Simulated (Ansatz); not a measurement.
The cluster TiO4H4 (the lowest singlet isomer of a short search) was relaxed with PBE-D4 (def2-SVP) in Ansatz in these states: charge +1 doublet, neutral singlet. The geometries follow in no particular order.

A:

```
atom   x (Å)   y (Å)   z (Å)
 Ti1  -0.250   0.164  -0.117
  O2   1.696   1.051   0.358
  O3  -1.344  -0.448  -1.356
  O4   1.460   0.287  -0.871
  O5  -0.161  -0.881   1.349
  H6   2.132   0.380   0.936
  H7  -0.992   1.651   0.307
  H8  -0.738  -1.625   1.595
  H9  -1.803  -0.577  -2.200
```

B:

Cartesian coordinates in Å:
```
Ti 0.144 -0.111 0.016
O -0.246 1.876 -0.441
O 1.552 -0.999 0.480
O 0.152 1.505 0.912
O -1.371 -0.936 0.246
H -1.179 2.199 -0.339
H 0.400 -0.483 -2.246
H -1.871 -1.696 0.608
H 2.419 -1.354 0.765
```

Task: Judge from the bond lengths which geometry belongs to which state (an estimate).

Result: A is the neutral singlet (Ti1–H7 1.715 Å, Ti1–O2 2.190 Å, Ti1–O5 1.803 Å); B is the charge +1 doublet (Ti1–H7 2.307 Å, Ti1–O2 2.075 Å, Ti1–O5 1.740 Å).
